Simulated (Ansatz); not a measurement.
C2H5BClFO (`CC(Cl)OBF`). Charge 0, multiplicity 1.

Z-matrix (Å, degrees):
```
C
C 1 1.501
H 1 1.092 2 109.2
H 1 1.089 2 110.3 3 -119.9
H 1 1.090 2 110.0 3 119.5
Cl 2 1.798 1 110.2 3 178.8
O 2 1.400 1 109.3 3 -61.2
H 2 1.090 1 112.5 3 62.4
B 7 1.351 2 122.3 1 153.2
F 9 1.326 7 120.7 2 -2.0
H 9 1.191 7 119.2 2 179.2
```

**Question.** List the harmonic frequencies (cm⁻¹, unscaled) at PBE0-D4/def2-TZVP in Ansatz. (An estimate is asked.)

**Answer.** The calculation gave: 43, 164, 214, 255, 323, 404, 441, 645, 700, 871, 909, 1029, 1086, 1120, 1146, 1220, 1300, 1378, 1413, 1433, 1474, 1479, 2691, 3067, 3116, 3149, 3169.

**Question.** Is this a minimum?

**Answer.** Yes, all 27 modes are real.

**Question.** Give the ideal-gas thermochemistry at 298.15 K and 1 bar (rigid rotor, harmonic oscillator; point group C1, symmetry number 1).

**Answer.** Zero-point energy 204.8 kJ/mol; H(298) − E = 225.2 kJ/mol; entropy 349.1 J/(mol·K), of which translation 167.5, rotation 115.6, vibration 66.0; G(298) − E = 121.1 kJ/mol. Modes under 100 cm⁻¹ are hindered rotations or soft bends, so the harmonic entropy is rough.
